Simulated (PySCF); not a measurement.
Isomers of C5H11NO2Si.

All values: PBE0/pcSseg-1 (PySCF) at GFN2-xTB geometries, gas phase, one conformer each.

Question: Rank by LUMO energy, highest first.
A. `[CH3:1][CH2:2][O:3][SiH2:4]/[N:5]=[CH:6]/[C:7]([CH3:8])=[O:9]` with C1–C2–O3–Si4 165°, C2–O3–Si4–N5 -50°, O3–Si4–N5–C6 -126°, N5–C6–C7–C8 10°
B. `[CH2:1]=[CH:2][O:3][SiH2:4][CH2:5][C:6](=[O:7])[NH:8][CH3:9]` with C1–C2–O3–Si4 0°, C2–O3–Si4–C5 -179°, O3–Si4–C5–C6 178°, Si4–C5–C6–O7 5°, C5–C6–N8–C9 179°
C. `[H]/[N:5]=[CH:4]/[C:2]([CH3:1])([CH3:3])[SiH2:6][O:7][CH:8]=[O:9]` with C1–C2–C4–N5 102°, C1–C2–Si6–O7 -174°, C2–Si6–O7–C8 1°, Si6–O7–C8–O9 -7°
D. `[CH3:1][O:2]/[C:3](=[CH:4]/[SiH3:5])[CH2:6][C:7]([NH2:8])=[O:9]` with C1–O2–C3–C4 1°, O2–C3–C6–C7 -86°, C3–C6–C7–N8 63°, C6–C7–N8–H -176° and -8°
E. `[CH3:1][Si@@H:2]1[NH:3][CH2:4][CH2:5][C@@H:6]1[C:7](=[O:8])[OH:9]` with C5–C6–C7–O8 152°, C6–C7–O9–H -177°, C1–Si2–N3–C4 -129°, Si2–N3–C4–C5 33°, N3–C4–C5–C6 -44°, C4–C5–C6–C7 155°
F. `[CH2:1]=[CH:2][C@@H:3]1[CH2:4][CH2:5][O:6][Si@H:7]([NH2:8])[O:9]1` with C1–C2–C3–C4 -107°, O6–Si7–N8–H -49° and 172°, C2–C3–C4–C5 180°, C3–C4–C5–O6 61°, C4–C5–O6–Si7 -46°, C5–O6–Si7–N8 151°

Answer: B (0.66 eV), E (0.47 eV), F (0.16 eV), D (-0.13 eV), C (-0.29 eV), A (-2.36 eV).

Question: Rank by the lowest Hirshfeld charge on any atom, highest value first.
A. `[CH3:1][NH:2][Si@H:3]1[CH2:4][CH2:5][O:6][C:7](=[O:8])[CH2:9]1` with C1–N2–Si3–C4 66°, N2–Si3–C4–C5 108°, Si3–C4–C5–O6 56°, C4–C5–O6–C7 -63°, C5–O6–C7–O8 175°
B. `[CH2:1]=[CH:2][O:3][SiH2:4][CH2:5][C:6](=[O:7])[NH:8][CH3:9]` with C1–C2–O3–Si4 0°, C2–O3–Si4–C5 -179°, O3–Si4–C5–C6 178°, Si4–C5–C6–O7 5°, C5–C6–N8–C9 179°
C. `[CH3:1][O:2][CH2:3][SiH2:4][O:5][C@H:6]([CH3:7])[C:8]#[N:9]` with C1–O2–C3–Si4 -172°, O2–C3–Si4–O5 61°, C3–Si4–O5–C6 -42°, Si4–O5–C6–C7 -160°
D. `[CH3:1][CH2:2][O:3][SiH2:4]/[N:5]=[CH:6]/[C:7]([CH3:8])=[O:9]` with C1–C2–O3–Si4 165°, C2–O3–Si4–N5 -50°, O3–Si4–N5–C6 -126°, N5–C6–C7–C8 10°
E. `[CH3:1][O:2]/[C:3](=[CH:4]/[SiH3:5])[CH2:6][C:7]([NH2:8])=[O:9]` with C1–O2–C3–C4 1°, O2–C3–C6–C7 -86°, C3–C6–C7–N8 63°, C6–C7–N8–H -176° and -8°
F. `[CH2:1]=[CH:2][C@@H:3]1[CH2:4][CH2:5][O:6][Si@H:7]([NH2:8])[O:9]1` with C1–C2–C3–C4 -107°, O6–Si7–N8–H -49° and 172°, C2–C3–C4–C5 180°, C3–C4–C5–O6 61°, C4–C5–O6–Si7 -46°, C5–O6–Si7–N8 151°

Answer: C (-0.214 e), D (-0.224 e), B (-0.259 e), A (-0.282 e), E (-0.294 e), F (-0.317 e).

Question: Rank by the lowest IAO charge on any atom, highest value first.
A. `[NH2:1][CH2:2][CH2:3][Si@@H:4]1[CH2:5][CH2:6][C:7](=[O:8])[O:9]1` with H–N1–C2–C3 176° and -65°, N1–C2–C3–Si4 64°, C2–C3–Si4–C5 -95°, C3–Si4–C5–C6 -132°, Si4–C5–C6–C7 23°, C5–C6–C7–O8 163°, C6–C7–O9–Si4 3°
B. `[CH3:1][NH:2][Si@H:3]1[CH2:4][CH2:5][O:6][C:7](=[O:8])[CH2:9]1` with C1–N2–Si3–C4 66°, N2–Si3–C4–C5 108°, Si3–C4–C5–O6 56°, C4–C5–O6–C7 -63°, C5–O6–C7–O8 175°
C. `[CH2:1]=[CH:2][C@@H:3]1[CH2:4][CH2:5][O:6][Si@H:7]([NH2:8])[O:9]1` with C1–C2–C3–C4 -107°, O6–Si7–N8–H -49° and 172°, C2–C3–C4–C5 180°, C3–C4–C5–O6 61°, C4–C5–O6–Si7 -46°, C5–O6–Si7–N8 151°
D. `[CH2:1]=[CH:2][O:3][SiH2:4][CH2:5][C:6](=[O:7])[NH:8][CH3:9]` with C1–C2–O3–Si4 0°, C2–O3–Si4–C5 -179°, O3–Si4–C5–C6 178°, Si4–C5–C6–O7 5°, C5–C6–N8–C9 179°
E. `[CH3:1][O:2]/[C:3](=[CH:4]/[SiH3:5])[CH2:6][C:7]([NH2:8])=[O:9]` with C1–O2–C3–C4 1°, O2–C3–C6–C7 -86°, C3–C6–C7–N8 63°, C6–C7–N8–H -176° and -8°
F. `[CH3:1][Si@@H:2]1[NH:3][CH2:4][CH2:5][C@@H:6]1[C:7](=[O:8])[OH:9]` with C5–C6–C7–O8 152°, C6–C7–O9–H -177°, C1–Si2–N3–C4 -129°, Si2–N3–C4–C5 33°, N3–C4–C5–C6 -44°, C4–C5–C6–C7 155°

Answer: E (-0.541 e), A (-0.581 e), D (-0.612 e), B (-0.675 e), F (-0.738 e), C (-0.847 e).

All values together:

```json
{"SMILES": "O=C(O)[C@H]1C[C@H](N[SiH3])C1", "μ (D)": "1.31", "HOMO (eV)": "-6.79", "LUMO (eV)": "0.26", "lowest IAO charge (e)": "-0.663 (N)", "highest IAO charge (e)": "+0.747 (Si)", "lowest Hirshfeld charge (e)": "-0.283 (O)", "highest Hirshfeld charge (e)": "+0.345 (Si)"}
{"SMILES": "C=C[C@@H]1CCO[Si@H](N)O1", "μ (D)": "1.70", "HOMO (eV)": "-7.59", "LUMO (eV)": "0.16", "lowest IAO charge (e)": "-0.847 (N)", "highest IAO charge (e)": "+1.396 (Si)", "lowest Hirshfeld charge (e)": "-0.317 (N)", "highest Hirshfeld charge (e)": "+0.469 (Si)"}
{"SMILES": "CO/C(=C/[SiH3])CC(N)=O", "μ (D)": "4.85", "HOMO (eV)": "-6.88", "LUMO (eV)": "-0.13", "lowest IAO charge (e)": "-0.541 (C)", "highest IAO charge (e)": "+0.602 (Si)", "lowest Hirshfeld charge (e)": "-0.294 (O)", "highest Hirshfeld charge (e)": "+0.302 (Si)"}
{"SMILES": "NCC[Si@@H]1CCC(=O)O1", "μ (D)": "5.21", "HOMO (eV)": "-7.24", "LUMO (eV)": "0.05", "lowest IAO charge (e)": "-0.581 (O)", "highest IAO charge (e)": "+1.102 (Si)", "lowest Hirshfeld charge (e)": "-0.273 (O)", "highest Hirshfeld charge (e)": "+0.432 (Si)"}
{"SMILES": "COC[SiH2]O[C@H](C)C#N", "μ (D)": "2.23", "HOMO (eV)": "-7.64", "LUMO (eV)": "0.21", "lowest IAO charge (e)": "-0.635 (O)", "highest IAO charge (e)": "+1.021 (Si)", "lowest Hirshfeld charge (e)": "-0.214 (O/N)", "highest Hirshfeld charge (e)": "+0.403 (Si)"}
{"SMILES": "C=CO[SiH2]CC(=O)NC", "μ (D)": "3.95", "HOMO (eV)": "-6.77", "LUMO (eV)": "0.66", "lowest IAO charge (e)": "-0.612 (C)", "highest IAO charge (e)": "+1.008 (Si)", "lowest Hirshfeld charge (e)": "-0.259 (O)", "highest Hirshfeld charge (e)": "+0.384 (Si)"}
{"SMILES": "CN[Si@H]1CCOC(=O)C1", "μ (D)": "5.85", "HOMO (eV)": "-7.11", "LUMO (eV)": "0.33", "lowest IAO charge (e)": "-0.675 (N)", "highest IAO charge (e)": "+1.037 (Si)", "lowest Hirshfeld charge (e)": "-0.282 (O)", "highest Hirshfeld charge (e)": "+0.398 (Si)"}
{"SMILES": "[H]/N=C/[C@]1(CC)CO[SiH2]O1", "μ (D)": "1.30", "HOMO (eV)": "-7.53", "LUMO (eV)": "-0.46", "lowest IAO charge (e)": "-0.661 (O)", "highest IAO charge (e)": "+1.218 (Si)", "lowest Hirshfeld charge (e)": "-0.246 (O)", "highest Hirshfeld charge (e)": "+0.467 (Si)"}
{"SMILES": "C[Si@@H]1NCC[C@@H]1C(=O)O", "μ (D)": "2.74", "HOMO (eV)": "-6.77", "LUMO (eV)": "0.47", "lowest IAO charge (e)": "-0.738 (C)", "highest IAO charge (e)": "+1.044 (Si)", "lowest Hirshfeld charge (e)": "-0.293 (O)", "highest Hirshfeld charge (e)": "+0.406 (Si)"}
{"SMILES": "[H]/N=C/C(C)(C)[SiH2]OC=O", "μ (D)": "1.78", "HOMO (eV)": "-7.74", "LUMO (eV)": "-0.29", "lowest IAO charge (e)": "-0.558 (O)", "highest IAO charge (e)": "+0.963 (Si)", "lowest Hirshfeld charge (e)": "-0.246 (O)", "highest Hirshfeld charge (e)": "+0.382 (Si)"}
{"SMILES": "C=CO[Si@@H](O)[C@@H]1CCN1", "μ (D)": "2.49", "HOMO (eV)": "-6.51", "LUMO (eV)": "0.76", "lowest IAO charge (e)": "-0.804 (O)", "highest IAO charge (e)": "+1.329 (Si)", "lowest Hirshfeld charge (e)": "-0.308 (O)", "highest Hirshfeld charge (e)": "+0.452 (Si)"}
{"SMILES": "CCO[SiH2]/N=C/C(C)=O", "μ (D)": "2.30", "HOMO (eV)": "-7.07", "LUMO (eV)": "-2.36", "lowest IAO charge (e)": "-0.643 (O)", "highest IAO charge (e)": "+1.114 (Si)", "lowest Hirshfeld charge (e)": "-0.224 (O)", "highest Hirshfeld charge (e)": "+0.423 (Si)"}
```

Conformers: `[O:1]=[C:2]([OH:3])[C@H:4]1[CH2:5][C@H:6]([NH:7][SiH3:8])[CH2:9]1` with O1–C2–O3–H 0°, O1–C2–C4–C5 110°, C5–C6–N7–Si8 91°, C2–C4–C5–C6 108°, C4–C5–C6–N7 129°, C5–C6–C9–C4 -9°, C2–C4–C9–C6 -105°; `[CH2:1]=[CH:2][C@@H:3]1[CH2:4][CH2:5][O:6][Si@H:7]([NH2:8])[O:9]1` with C1–C2–C3–C4 -107°, O6–Si7–N8–H -49° and 172°, C2–C3–C4–C5 180°, C3–C4–C5–O6 61°, C4–C5–O6–Si7 -46°, C5–O6–Si7–N8 151°; `[CH3:1][O:2]/[C:3](=[CH:4]/[SiH3:5])[CH2:6][C:7]([NH2:8])=[O:9]` with C1–O2–C3–C4 1°, O2–C3–C6–C7 -86°, C3–C6–C7–N8 63°, C6–C7–N8–H -176° and -8°; `[NH2:1][CH2:2][CH2:3][Si@@H:4]1[CH2:5][CH2:6][C:7](=[O:8])[O:9]1` with H–N1–C2–C3 176° and -65°, N1–C2–C3–Si4 64°, C2–C3–Si4–C5 -95°, C3–Si4–C5–C6 -132°, Si4–C5–C6–C7 23°, C5–C6–C7–O8 163°, C6–C7–O9–Si4 3°; `[CH3:1][O:2][CH2:3][SiH2:4][O:5][C@H:6]([CH3:7])[C:8]#[N:9]` with C1–O2–C3–Si4 -172°, O2–C3–Si4–O5 61°, C3–Si4–O5–C6 -42°, Si4–O5–C6–C7 -160°; `[CH2:1]=[CH:2][O:3][SiH2:4][CH2:5][C:6](=[O:7])[NH:8][CH3:9]` with C1–C2–O3–Si4 0°, C2–O3–Si4–C5 -179°, O3–Si4–C5–C6 178°, Si4–C5–C6–O7 5°, C5–C6–N8–C9 179°; `[CH3:1][NH:2][Si@H:3]1[CH2:4][CH2:5][O:6][C:7](=[O:8])[CH2:9]1` with C1–N2–Si3–C4 66°, N2–Si3–C4–C5 108°, Si3–C4–C5–O6 56°, C4–C5–O6–C7 -63°, C5–O6–C7–O8 175°; `[H]/[N:5]=[CH:4]/[C@:3]1([CH2:2][CH3:1])[CH2:6][O:7][SiH2:8][O:9]1` with C1–C2–C3–C4 59°, C2–C3–C4–N5 69°, C2–C3–C6–O7 140°, C3–C6–O7–Si8 -16°, C6–O7–Si8–O9 7°, O7–Si8–O9–C3 7°; `[CH3:1][Si@@H:2]1[NH:3][CH2:4][CH2:5][C@@H:6]1[C:7](=[O:8])[OH:9]` with C5–C6–C7–O8 152°, C6–C7–O9–H -177°, C1–Si2–N3–C4 -129°, Si2–N3–C4–C5 33°, N3–C4–C5–C6 -44°, C4–C5–C6–C7 155°; `[H]/[N:5]=[CH:4]/[C:2]([CH3:1])([CH3:3])[SiH2:6][O:7][CH:8]=[O:9]` with C1–C2–C4–N5 102°, C1–C2–Si6–O7 -174°, C2–Si6–O7–C8 1°, Si6–O7–C8–O9 -7°; `[CH2:1]=[CH:2][O:3][Si@@H:4]([OH:5])[C@@H:6]1[CH2:7][CH2:8][NH:9]1` with C1–C2–O3–Si4 -6°, C2–O3–Si4–O5 56°, O3–Si4–O5–H 149°, O3–Si4–C6–C7 -62°, Si4–C6–C7–C8 -122°, C6–C7–C8–N9 11°, C7–C8–N9–C6 -11°, Si4–C6–N9–C8 131°; `[CH3:1][CH2:2][O:3][SiH2:4]/[N:5]=[CH:6]/[C:7]([CH3:8])=[O:9]` with C1–C2–O3–Si4 165°, C2–O3–Si4–N5 -50°, O3–Si4–N5–C6 -126°, N5–C6–C7–C8 10°.
